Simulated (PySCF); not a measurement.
Isomers of FH6PSi2, mass 111.973 u with the commonest isotopes. Method used: PBE0-D3(BJ)/def2-SVP geometry optimisation, gas phase in PySCF 2.14.0. One conformer each, none proved a minimum here; rigid rotors.

Problem. Order these by dipole moment, smallest first.
A. `[F:1][SiH2:2][SiH2:3][PH2:4]` with F1–Si2–Si3–P4 180°, Si2–Si3–P4–H -74° and -168°
B. `[F:1][SiH2:2][PH:3][SiH3:4]` with F1–Si2–P3–Si4 -35°
C. `[F:1][Si@@H:2]([SiH3:3])[PH2:4]` with F1–Si2–P4–H 178° and -89°

Solution. B (0.50 D), A (1.43 D), C (1.84 D).

Problem. Order these by rotational constant A, largest first.
A. `[F:1][SiH2:2][PH:3][SiH3:4]` with F1–Si2–P3–Si4 -35°
B. `[F:1][SiH2:2][SiH2:3][PH2:4]` with F1–Si2–Si3–P4 180°, Si2–Si3–P4–H -74° and -168°
C. `[F:1][Si@@H:2]([SiH3:3])[PH2:4]` with F1–Si2–P4–H 178° and -89°

Solution. B (8905 MHz), A (4583 MHz), C (3946 MHz).

Problem. Order these by radius of gyration √(Σ m r²/M), largest first.
A. `[F:1][Si@@H:2]([SiH3:3])[PH2:4]` with F1–Si2–P4–H 178° and -89°
B. `[F:1][SiH2:2][SiH2:3][PH2:4]` with F1–Si2–Si3–P4 180°, Si2–Si3–P4–H -74° and -168°
C. `[F:1][SiH2:2][PH:3][SiH3:4]` with F1–Si2–P3–Si4 -35°

Solution. B (2.001 Å), A (1.813 Å), C (1.735 Å).

| SMILES | point group | Ia (u·Å²) | Ib (u·Å²) | Ic (u·Å²) | κ | μa (D) | μb (D) | μc (D) |
| --- | --- | --- | --- | --- | --- | --- | --- | --- |
| F[SiH2][SiH2]P | – | 56.75 | 399.35 | 440.36 | -0.97 | 1.29 | 0.08 | 0.62 |
| F[SiH2]P[SiH3] | C1 | 110.26 | 240.05 | 323.58 | -0.64 | 0.14 | 0.47 | 0.11 |
| F[Si@@H]([SiH3])P | C1 | 128.08 | 257.17 | 350.59 | -0.58 | 0.66 | 1.65 | 0.50 |
